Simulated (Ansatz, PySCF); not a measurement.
This PySCF input computes a BLYP/def2-TZVPD energy:

```python
from pyscf import gto, scf, dft

mol = gto.M(
    atom='''
    B    -0.00000000   -0.00000000   -0.78400375
    B     0.00000000    0.00000000    0.78400375
    ''',
    basis='def2-tzvpd',
    charge=0,
    spin=2,
    symmetry='D2h',
    verbose=4,
)

mf = dft.UKS(mol, xc='blyp').density_fit(auxbasis='def2-universal-jkfit')
mf.grids.level = 3
mf.conv_tol = 1e-9
mf.max_cycle = 100
mf.max_memory = 1500
mf.kernel()
if not mf.converged:
    mf = mf.newton()
    mf.kernel(mf.make_rdm1())
mf.analyze()
```

### Question
Write an input for the same energy in Ansatz (an electronic-structure program) and say what it gives.

### Answer

Ansatz 0.2 input:
```yaml
crystal:
  periodic: [false, false, false]
  atoms:
    - {symbol: B, position_ang: [-0.00000000, -0.00000000, -0.78400375]}
    - {symbol: B, position_ang: [0.00000000, 0.00000000, 0.78400375]}
basis:
  gaussian:
    orbitals: def2-TZVPD
hamiltonian:
  xc: {name: BLYP}
magnetization: {spin_polarized: true, initial_magnetization: 2}
output: {forces: true}
```
It gives -49.41155 Eh, and PySCF -49.40894 Eh, a difference of 2.61 mEh. That is more than fitting and grids explain: the two runs ended on different electronic states or use different definitions.
